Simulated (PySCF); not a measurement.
An unknown is described by computed data only.

Elements present: H and Si. Monoisotopic mass: 149.9629 u.

| Property | Result |
| --- | --- |
| XPS | Si2p3/2 106.1 (×5), Si1s 1845.7 (×5) eV [ΔSCF SCAN, pcX-2 on the ionised atom, pcseg-1 elsewhere, spin-free X2C, 2p3/2 from a spin–orbit splitting computed afterwards within the 2p shell] |
| Polarisability | 151.3 au [PBE0/def2-SVPD] |
| 1H NMR | chemical shifts (computed TMS as zero) by class: 3.66 (10 H) ppm [GIAO KT3/pcSseg-2] |
| Rotational structure | rotational constants A, B, C: 1.489, 1.489, 0.779 GHz [PBE0-D3(BJ)/def2-SVP] |
| UV, first state | lowest singlet excitation: 5.11 eV (242 nm, f = 0.000 summed over 2 states within 0.01 eV) [TDDFT PBE0/def2-SVPD] |
| NMR, other nuclei | isotropic shieldings of nuclei other than C and H, by class: 461 (5 Si) ppm [GIAO KT3/pcSseg-2] |

Electronic properties: PySCF, gas phase, density fitting. Levels stand in brackets. Geometry: PBE0-D3(BJ)/def2-SVP; no solvent, vibrations or thermal averaging. NMR values are class means; diastereotopic atoms form classes of their own.

Question: Which formula fits the mass and the elements?

Answer: Si5H10 (calculated 149.9629). No other formula that holds each of these elements comes within 0.0003 u with a fitting electron parity and a possible valence count.

Question: Give a SMILES that accounts for the data.

Answer: Numbering: `[SiH2:1]1[SiH2:2][SiH2:3][SiH2:4][SiH2:5]1`. Its formula, Si5H10, gives 1 degree of unsaturation: 1 ring and 0 π bonds in the structure found. All hydrogens form one class (3.66 ppm): Si–H hydrogen. The other shieldings belong to: 461 ppm, SiH2 silicon [Si1/Si2/Si3/Si4/Si5]. The core levels belong to: Si2p3/2 106.1 eV, SiH2 silicon [Si1/Si2/Si3/Si4/Si5]; Si1s 1845.7 eV, SiH2 silicon [Si1/Si2/Si3/Si4/Si5]. By its constants the optimised geometry is a nearly oblate symmetric top. Structure: `[SiH2]1[SiH2][SiH2][SiH2][SiH2]1`. The assignments are read from this structure; whether some other isomer fits the data as well wasn't checked.
